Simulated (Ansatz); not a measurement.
Zr₄O₁₀H₄. Total charge 0; singlet. Geometry PBE-D4/def2-SVP.

Cartesian coordinates in Å:
```
Zr -1.2660 1.0627 1.2532
Zr 0.7369 1.1529 -1.5649
Zr -0.5415 -1.8447 -0.9604
Zr 1.6939 -0.4747 1.4513
O -0.3056 2.4265 -0.0598
O -2.3967 -1.0118 -0.6899
O -0.1471 -0.1707 2.5812
O -0.3731 -0.3874 -2.5508
O 0.9999 -0.8879 -2.1753
O -1.6946 -0.8900 0.6031
O 1.9584 0.7106 -0.0954
O -1.2521 1.5291 -0.8228
O 0.5062 1.1705 2.3766
O 0.8876 -1.9123 0.4699
H -0.8693 -3.6192 -1.4342
H -2.7149 1.8268 2.1240
H 1.4913 2.3361 -2.7924
H 3.2869 -1.0167 2.2867
```

In the def2 sets Zr takes a core potential; there is no spin–orbit coupling. The structure holds 4 bonds between oxygen atoms, so isomers without such links may lie far lower. Another isomer (singlet) lies 4.20 eV lower at PBE0-D4/def2-TZVP; other spin states weren't run for this one.

Estimate the orbital energies around the gap (eV) in Ansatz with PBE-D4/def2-TZVP, r2SCAN-D4/def2-TZVP, PBE0-D4/def2-TZVP.


| orbital | PBE-D4/def2-TZVP | r2SCAN-D4/def2-TZVP | PBE0-D4/def2-TZVP |
| --- | --- | --- | --- |
| HOMO−5 | -7.55 | -7.89 | -9.10 |
| HOMO−4 | -7.43 | -7.77 | -8.90 |
| HOMO−3 | -7.38 | -7.72 | -8.84 |
| HOMO−2 | -7.17 | -7.50 | -8.55 |
| HOMO−1 | -7.13 | -7.47 | -8.50 |
| HOMO | -6.62 | -6.92 | -8.14 |
| LUMO | -3.57 | -3.48 | -2.94 |
| LUMO+1 | -3.41 | -3.18 | -2.46 |
| LUMO+2 | -3.31 | -3.09 | -2.25 |
| LUMO+3 | -3.19 | -2.94 | -2.11 |
| LUMO+4 | -3.02 | -2.79 | -1.86 |
| LUMO+5 | -2.84 | -2.59 | -1.80 |
